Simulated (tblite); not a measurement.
Record of a relaxation.

C7H12N (doublet state).
Numbering: `[CH2:1][C@@H:2]([CH3:3])[NH:4][CH2:5][C:6]#[C:7][CH3:8]` (hydrogens: H9, H10 on C1; H11 on C2; H12, H13, H14 on C3; H15 on N4; H16, H17 on C5; H18, H19, H20 on C8)
Bond orders are those of one Lewis drawing.

Computed with GFN2-xTB (tblite), gas phase: L-BFGS steps from a force-field or distance-geometry start until the largest atomic force falls under 0.01 eV/Å. 9 of its 208 geometries are shown.

Step 0: E = -648.9802 eV, largest atomic force 1.998 eV/Å
```
atom  x, y, z in Å  |  force x, y, z in eV/Å
C1     -2.358   -0.653    1.073   -0.711   1.775  -0.580
C2     -1.869   -0.540   -0.355    0.579  -0.385   0.402
C3     -2.684    0.472   -1.130   -0.352   0.872   0.013
N4     -0.502   -0.040   -0.407   -0.065  -0.082   0.175
C5      0.402   -0.915    0.331    1.029   1.228   0.412
C6      1.749   -0.337    0.191    1.792   0.507   0.079
C7      2.862    0.152    0.091   -1.495  -0.480   0.324
C8      4.206    0.736   -0.001   -0.528  -0.040   0.324
H9     -1.722   -0.146    1.802   -0.176  -0.494  -0.017
H10    -3.373   -0.216    1.120    0.318  -0.772   0.404
H11    -1.866   -1.528   -0.845   -0.061   0.153  -0.046
H12    -2.222    0.636   -2.122   -0.516  -0.234   0.455
H13    -3.751    0.176   -1.192    0.743   0.356  -0.121
H14    -2.562    1.433   -0.558   -0.539  -0.648  -0.639
H15    -0.460    0.956   -0.078    0.103  -1.278  -0.138
H16     0.431   -1.945   -0.045   -0.382   0.293  -0.093
H17     0.123   -0.906    1.419    0.370  -0.389  -0.501
H18     4.177    1.833    0.129   -0.152  -0.455  -0.133
H19     4.827    0.337    0.831   -0.217   0.059  -0.777
H20     4.585    0.505   -1.004    0.260   0.013   0.459
```

Step 26: E = -649.5475 eV, largest atomic force 0.122 eV/Å
```
atom  x, y, z in Å  |  force x, y, z in eV/Å
C1     -2.431   -0.406    1.105    0.010   0.017  -0.025
C2     -1.867   -0.407   -0.264   -0.013  -0.004  -0.041
C3     -2.688    0.508   -1.191    0.006   0.011  -0.010
N4     -0.471   -0.010   -0.373   -0.021  -0.050   0.109
C5      0.465   -0.898    0.301    0.030  -0.011   0.013
C6      1.813   -0.372    0.195    0.034   0.054  -0.034
C7      2.894    0.139    0.115    0.025  -0.001  -0.007
C8      4.211    0.731    0.006    0.029   0.010  -0.016
H9     -1.822   -0.234    1.971    0.010   0.042  -0.017
H10    -3.491   -0.495    1.240    0.006  -0.008   0.007
H11    -1.935   -1.424   -0.695    0.046  -0.017   0.028
H12    -2.222    0.525   -2.172   -0.036  -0.010  -0.042
H13    -3.709    0.150   -1.275   -0.009  -0.020  -0.016
H14    -2.705    1.520   -0.797    0.003   0.051   0.023
H15    -0.350    0.941   -0.032   -0.021  -0.044   0.036
H16     0.415   -1.881   -0.187   -0.029   0.053   0.011
H17     0.236   -1.038    1.375   -0.016  -0.046  -0.040
H18     4.138    1.813    0.119    0.007  -0.015   0.019
H19     4.873    0.337    0.778   -0.040   0.003   0.010
H20     4.644    0.511   -0.970   -0.021  -0.014  -0.006
```

Step 52: E = -649.5676 eV, largest atomic force 0.036 eV/Å
```
atom  x, y, z in Å  |  force x, y, z in eV/Å
C1     -2.463   -0.378    1.120    0.029   0.002  -0.022
C2     -1.864   -0.394   -0.233   -0.009   0.006  -0.024
C3     -2.690    0.474   -1.208    0.004  -0.009   0.005
N4     -0.484    0.055   -0.284   -0.013  -0.006   0.011
C5      0.476   -0.895    0.253   -0.013  -0.001  -0.011
C6      1.819   -0.349    0.170    0.015   0.002   0.000
C7      2.906    0.150    0.101   -0.006  -0.016   0.000
C8      4.232    0.722    0.007    0.004  -0.003  -0.006
H9     -1.910   -0.009    1.963    0.002   0.011   0.001
H10    -3.511   -0.567    1.245   -0.016  -0.008   0.001
H11    -1.879   -1.419   -0.644   -0.006  -0.007   0.012
H12    -2.240    0.436   -2.196   -0.007  -0.018   0.017
H13    -3.711    0.108   -1.260    0.002   0.017  -0.012
H14    -2.699    1.508   -0.872   -0.010  -0.002   0.021
H15    -0.394    0.946    0.195    0.013   0.018   0.000
H16     0.415   -1.806   -0.355    0.021  -0.005  -0.004
H17     0.268   -1.179    1.303   -0.004   0.012  -0.002
H18     4.178    1.804    0.125    0.009  -0.004   0.007
H19     4.875    0.311    0.785   -0.011   0.007   0.011
H20     4.668    0.494   -0.965   -0.003   0.004  -0.006
```

Step 78: E = -649.5716 eV, largest atomic force 0.038 eV/Å
```
atom  x, y, z in Å  |  force x, y, z in eV/Å
C1     -2.419   -0.366    1.136    0.009  -0.016  -0.017
C2     -1.871   -0.406   -0.238   -0.011   0.022  -0.014
C3     -2.724    0.472   -1.184    0.018   0.003  -0.014
N4     -0.491    0.031   -0.353   -0.013   0.000   0.001
C5      0.478   -0.897    0.209   -0.022   0.011  -0.012
C6      1.818   -0.342    0.138    0.006  -0.008  -0.008
C7      2.909    0.153    0.094   -0.015  -0.005   0.028
C8      4.243    0.713    0.046   -0.005  -0.003  -0.011
H9     -1.914    0.183    1.907    0.001   0.011   0.019
H10    -3.425   -0.692    1.321    0.017  -0.010   0.000
H11    -1.922   -1.434   -0.636    0.019   0.020   0.020
H12    -2.271    0.465   -2.171   -0.020  -0.008  -0.025
H13    -3.740    0.092   -1.246    0.023   0.003   0.016
H14    -2.751    1.497   -0.821   -0.004  -0.006   0.014
H15    -0.383    0.947    0.074    0.005  -0.011   0.009
H16     0.432   -1.819   -0.386    0.027   0.003   0.026
H17     0.263   -1.161    1.263   -0.024   0.004  -0.022
H18     4.203    1.795    0.174   -0.022  -0.006   0.002
H19     4.856    0.287    0.841   -0.006  -0.001  -0.016
H20     4.704    0.490   -0.916    0.017  -0.002   0.003
```

Step 104: E = -649.5771 eV, largest atomic force 0.055 eV/Å
```
atom  x, y, z in Å  |  force x, y, z in eV/Å
C1     -2.333   -0.346    1.138   -0.008  -0.014  -0.049
C2     -1.868   -0.399   -0.267   -0.019   0.000  -0.031
C3     -2.764    0.484   -1.167    0.003   0.006  -0.001
N4     -0.487    0.019   -0.453   -0.007  -0.011  -0.005
C5      0.464   -0.894    0.170   -0.006   0.002   0.004
C6      1.808   -0.350    0.132   -0.046  -0.028  -0.010
C7      2.906    0.131    0.119    0.045   0.027  -0.011
C8      4.238    0.696    0.096   -0.008   0.000  -0.001
H9     -1.934    0.393    1.806    0.001   0.013   0.022
H10    -3.189   -0.910    1.452   -0.002  -0.011   0.006
H11    -1.944   -1.427   -0.650   -0.012  -0.019   0.019
H12    -2.366    0.485   -2.178    0.015  -0.008   0.014
H13    -3.779    0.099   -1.181    0.008   0.008   0.020
H14    -2.779    1.505   -0.793    0.007   0.008  -0.005
H15    -0.359    0.956   -0.079    0.019  -0.005   0.009
H16     0.436   -1.838   -0.391    0.008   0.021  -0.002
H17     0.201   -1.121    1.221    0.002   0.008   0.011
H18     4.184    1.776    0.230    0.015  -0.003   0.001
H19     4.839    0.269    0.899   -0.004   0.006  -0.004
H20     4.721    0.482   -0.858   -0.010   0.001   0.010
```

Step 129: E = -649.5805 eV, largest atomic force 0.051 eV/Å
```
atom  x, y, z in Å  |  force x, y, z in eV/Å
C1     -2.332   -0.358    1.125   -0.025  -0.010  -0.014
C2     -1.882   -0.403   -0.284   -0.008   0.001  -0.006
C3     -2.752    0.515   -1.168    0.001  -0.005   0.005
N4     -0.490   -0.005   -0.471   -0.002  -0.004  -0.003
C5      0.457   -0.901    0.181   -0.008  -0.005   0.002
C6      1.798   -0.351    0.136    0.013   0.002   0.000
C7      2.890    0.142    0.119   -0.007  -0.006   0.007
C8      4.225    0.700    0.102    0.007   0.000  -0.001
H9     -2.037    0.463    1.752   -0.002   0.000   0.007
H10    -3.016   -1.085    1.521    0.041   0.025  -0.016
H11    -1.974   -1.427   -0.671   -0.013   0.004   0.007
H12    -2.415    0.449   -2.199    0.010   0.002   0.003
H13    -3.794    0.213   -1.107   -0.005  -0.007  -0.013
H14    -2.667    1.547   -0.836    0.006  -0.003   0.014
H15    -0.353    0.942   -0.130   -0.011  -0.008   0.012
H16     0.439   -1.858   -0.357   -0.012   0.001  -0.006
H17     0.191   -1.102    1.236    0.005   0.005   0.009
H18     4.181    1.781    0.238   -0.001  -0.006  -0.003
H19     4.816    0.267    0.909    0.007   0.010  -0.009
H20     4.710    0.482   -0.849    0.003   0.005   0.005
```

Step 155: E = -649.5914 eV, largest atomic force 0.076 eV/Å
```
atom  x, y, z in Å  |  force x, y, z in eV/Å
C1     -2.380   -0.351    1.099    0.015  -0.008   0.048
C2     -1.912   -0.396   -0.302    0.009   0.008   0.010
C3     -2.714    0.559   -1.198   -0.007  -0.015   0.003
N4     -0.497   -0.019   -0.414    0.008   0.006  -0.010
C5      0.441   -0.934    0.222    0.010   0.013  -0.003
C6      1.787   -0.398    0.130    0.005  -0.026   0.034
C7      2.881    0.090    0.107   -0.004   0.040   0.008
C8      4.195    0.697    0.082   -0.008   0.003  -0.011
H9     -2.260    0.558    1.663   -0.036  -0.044  -0.050
H10    -2.659   -1.241    1.631    0.024   0.035  -0.003
H11    -1.994   -1.415   -0.700   -0.037   0.020   0.003
H12    -2.355    0.497   -2.221    0.030   0.006   0.004
H13    -3.766    0.292   -1.170   -0.021  -0.005  -0.017
H14    -2.606    1.584   -0.850    0.012  -0.020   0.014
H15    -0.361    0.921   -0.051    0.008  -0.005   0.005
H16     0.384   -1.895   -0.305   -0.003   0.023   0.004
H17     0.218   -1.113    1.291   -0.021  -0.015  -0.023
H18     4.097    1.774    0.217    0.029   0.002   0.003
H19     4.809    0.294    0.888   -0.013  -0.003  -0.015
H20     4.686    0.504   -0.871   -0.001  -0.017  -0.005
```

Step 181: E = -649.6126 eV, largest atomic force 0.035 eV/Å
```
atom  x, y, z in Å  |  force x, y, z in eV/Å
C1     -2.501   -0.353    1.080   -0.024  -0.017   0.008
C2     -1.917   -0.378   -0.274   -0.005  -0.001   0.000
C3     -2.616    0.588   -1.230   -0.015  -0.002   0.002
N4     -0.495    0.013   -0.215   -0.001   0.006  -0.020
C5      0.444   -0.979    0.278   -0.010  -0.002   0.004
C6      1.788   -0.437    0.184   -0.002   0.002  -0.006
C7      2.862    0.089    0.102   -0.013  -0.007   0.002
C8      4.170    0.697   -0.006    0.007   0.002   0.003
H9     -2.777    0.591    1.514    0.000  -0.015   0.000
H10    -2.405   -1.196    1.739    0.019   0.025  -0.016
H11    -1.943   -1.390   -0.695    0.017   0.001   0.009
H12    -2.104    0.596   -2.189   -0.002   0.007   0.023
H13    -3.649    0.284   -1.379   -0.001  -0.002   0.005
H14    -2.605    1.595   -0.819    0.007  -0.007  -0.015
H15    -0.392    0.883    0.298   -0.008   0.005  -0.001
H16     0.360   -1.868   -0.359    0.003   0.004  -0.007
H17     0.258   -1.288    1.322   -0.003   0.005   0.008
H18     4.083    1.777    0.108    0.005   0.011  -0.006
H19     4.830    0.313    0.771    0.011  -0.017   0.010
H20     4.603    0.478   -0.981    0.014   0.001  -0.003
```

Step 207: E = -649.6166 eV, largest atomic force 0.010 eV/Å
```
atom  x, y, z in Å  |  force x, y, z in eV/Å
C1     -2.498   -0.374    1.078   -0.002  -0.006  -0.006
C2     -1.925   -0.372   -0.280    0.001   0.001  -0.005
C3     -2.665    0.572   -1.225    0.002  -0.003   0.004
N4     -0.513    0.058   -0.231   -0.001  -0.006   0.005
C5      0.443   -0.922    0.254    0.000  -0.005   0.001
C6      1.789   -0.384    0.164    0.001   0.004  -0.003
C7      2.884    0.101    0.101   -0.006  -0.003  -0.005
C8      4.217    0.657    0.016   -0.002   0.000   0.001
H9     -2.872    0.544    1.494    0.000   0.000   0.007
H10    -2.291   -1.181    1.756    0.000   0.009   0.000
H11    -1.918   -1.384   -0.706    0.000   0.002   0.002
H12    -2.170    0.591   -2.192   -0.008   0.003   0.005
H13    -3.692    0.242   -1.352    0.006  -0.003  -0.004
H14    -2.671    1.581   -0.818    0.004   0.000  -0.002
H15    -0.428    0.925    0.291    0.001   0.003   0.000
H16     0.362   -1.810   -0.385    0.007   0.002  -0.003
H17     0.262   -1.236    1.298   -0.001   0.005  -0.002
H18     4.176    1.740    0.132   -0.003   0.000   0.003
H19     4.845    0.241    0.804    0.002   0.001  -0.001
H20     4.660    0.422   -0.951    0.000  -0.004   0.002
```

Problem. Summarise the path.

Solution. The energy falls by 61.40 kJ/mol from step 0 to step 207; nine tenths of that is first reached at step 31. It rises by more than 0.2 meV at steps 142, 145, 148, 151, 154 and 157. The largest force goes from 1.998 to 0.010 eV/Å. Among the bonds C1–C2 changes most, from 1.514 to 1.474 Å; the atoms move by 0.511 Å rms after alignment.

What follows is the cost of the whole relaxation. Hardware: one thread, Arm Neoverse V1 (aarch64) (shared host). Cost: 1.4 s.
